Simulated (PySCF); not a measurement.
**Removing the step error of a finite difference**

System: C3H11BN2O (SMILES CNB(NC)OC), singlet, at a GFN2-xTB geometry, atoms displaced at random by about 0.03 Å a coordinate. Level: PySCF with PBE0/STO-3G, gradient. Sums are taken with unrounded values, so a last digit can differ.

Central differences of the energy along y of atom 15 gave a gradient component of -0.028644 Eh/bohr at step 0.05 and -0.025272 Eh/bohr at step 0.2 (atomic units).

### Question
Extrapolate to zero step.

### Answer
The leading error of a symmetric difference goes as h², so A(h) = A0 + c h². Then c = (-0.025272 - (-0.028644))/(0.2² - 0.05²) = 0.0899 (atomic units) and A0 = -0.028644 - c × 0.05² = -0.028869 Eh/bohr. The analytic value from the same program and level (with grid response) is -0.028870 Eh/bohr: the smaller step missed it by 0.000226, the extrapolation by 0.000001.
